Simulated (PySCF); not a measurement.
C₆H₁₁BO₂.
Numbering: `[CH3:1][C:2]([CH3:3])([CH3:4])[C:5]#[C:6][B:7]([OH:8])[OH:9]` (hydrogens: H10, H11, H12 on C1; H13, H14, H15 on C3; H16, H17, H18 on C4; H19 on O8; H20 on O9)

Torsions of this conformer, `[CH3:1][C:2]([CH3:3])([CH3:4])[C:5]#[C:6][B:7]([OH:8])[OH:9]`: H–O8–B7–C6 180°, H–O9–B7–C6 180°.

The closed-shell ground state was solved at several levels (PySCF, density fitting, gas phase, non-relativistic). The structure is a single PBE0-D3(BJ)/def2-SVP conformer in the gas phase; no vibrational or solvent corrections.

| level | basis functions | total energy (Eh) | HOMO (eV) | LUMO (eV) | gap (eV) | dipole (D) |
| --- | --- | --- | --- | --- | --- | --- |
| wB97X-D/pcSseg-1 | 208 | -410.4468 | -9.23 | 1.83 | 11.06 | 1.63 |
| PBE0/pcSseg-1 | 208 | -410.0974 | -7.36 | 0.02 | 7.38 | 1.58 |

Q: Estimate the row for wB97X-D/def2-SVPD, a basis of 274 functions; the other rows only guide the guess.

A: Total energy -410.2174 Eh, HOMO -9.28 eV, LUMO 1.23 eV, gap 10.51 eV, dipole 1.37 D.

Q: Over all these levels, which gives the widest orbital gap and which the narrowest?

A: wB97X-D/pcSseg-1 (range-separated hybrid) has the widest, 11.06 eV, and PBE0/pcSseg-1 (global hybrid, 25 % exact exchange) the narrowest, 7.38 eV. The two share the basis. From the narrowest to the widest the HOMO moves by -1.87 eV and the LUMO by +1.81 eV.

Q: How far do the dipole and the HOMO energy spread over the levels?

A: The dipole runs from 1.37 to 1.63 D (mean 1.53 D) and the HOMO from -9.28 to -7.36 eV.

Note: wB97X-D ran without an empirical dispersion term, which enters the total energy and its gradient alone.
